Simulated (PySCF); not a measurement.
## TDDFT excited states: C2H8GeOS

Compound: C₂H₈GeOS.
Geometry (PBE0-D3(BJ)/def2-SVP, Å), atoms numbered from 1 in this order:
```
atom  x, y, z in Å
C1    -2.027   -0.476   -0.007
O2    -1.239    0.535    0.559
Ge3   -0.018    1.368   -0.433
S4     1.432   -0.117   -1.201
C5     2.062   -0.744    0.391
H6    -2.766   -0.077   -0.728
H7    -2.583   -0.979    0.800
H8    -1.420   -1.238   -0.532
H9     0.625    2.353    0.551
H10   -0.663    2.019   -1.671
H11    2.660    0.017    0.912
H12    1.239   -1.076    1.038
H13    2.705   -1.604    0.161
```

Computed, not measured: PySCF, TDDFT B3LYP/def2-SVPD, vertical, gas phase, core orbitals frozen in the response. Relativistic effects, spin–orbit coupling among them, are left out although an element past zinc is present.

**Question.** What does the calculation give for the low-lying excited states?

**Answer.** 

| state | E (eV) | λ (nm) | f | \|μ\| (D) | main configurations (H = HOMO, L = LUMO) |
| --- | --- | --- | --- | --- | --- |
| S1 | 5.40 | 229.7 | 0.0063 | 0.56 | H→L (97%) |
| S2 | 5.89 | 210.4 | 0.019 | 0.91 | H→L+1 (86%) |
| S3 | 6.13 | 202.3 | 0.013 | 0.76 | H→L+2 (86%), H→L+1 (8%) |
| S4 | 6.23 | 198.9 | 0.0013 | 0.24 | H→L+3 (74%), H-1→L (18%) |
| S5 | 6.42 | 193.2 | 0.024 | 1.00 | H-1→L (53%), H-1→L+1 (26%), H→L+3 (10%) |
| S6 | 6.70 | 185.1 | 0.054 | 1.45 | H-1→L+1 (66%), H-1→L (17%) |
| S7 | 6.95 | 178.3 | 0.0083 | 0.56 | H-1→L+2 (75%), H-1→L+3 (12%) |
| S8 | 7.01 | 176.9 | 0.018 | 0.83 | H→L+4 (74%), H-1→L+3 (8%) |
| S9 | 7.04 | 176.2 | 0.013 | 0.70 | H-1→L+3 (24%), H-2→L (23%), H→L+4 (19%) |
| S10 | 7.08 | 175.1 | 0.0047 | 0.42 | H→L+5 (73%), H-1→L+3 (16%) |

Triplets, Tamm–Dancoff:

| state | E (eV) | λ (nm) | main configurations (H = HOMO, L = LUMO) |
| --- | --- | --- | --- |
| T1 | 5.04 | 245.8 | H→L (93%) |
| T2 | 5.42 | 228.6 | H→L+1 (75%), H→L+3 (14%) |
| T3 | 5.79 | 214.0 | H→L+3 (69%), H→L+1 (13%), H-1→L (9%) |
| T4 | 5.94 | 208.7 | H-1→L (77%) |

The lowest singlet comes at 230 nm (521 kJ/mol) in the ultraviolet; it is weak; its leading configuration is HOMO→LUMO (97%). The most intense listed level is S6 at 6.70 eV (185 nm, f = 0.054), 1.30 eV above S1. Löwdin shares by element: HOMO sulfur 72%, carbon 11% or more, germanium 7%; LUMO sulfur 41%, germanium 17%, hydrogen 11% or more, oxygen 9% (atoms not listed hold the other 22%). Orbital energies (eV): HOMO-3 -8.92, HOMO-2 -8.23, HOMO-1 -7.59, HOMO -6.80, LUMO -0.25, LUMO+1 0.00, LUMO+2 0.23. The oscillator strengths of these states sum to 0.162; summed over the whole spectrum of an exact calculation they would give the number of electrons, 76 (Thomas–Reiche–Kuhn). Of the 10 states listed, 6 reach f = 0.01 and none stays under 0.0005. The vertical ionisation energy (ΔSCF) is 9.11 eV, 2.03 eV above S10. The window holds the lowest 10 singlets.

One conformer stands for the species.
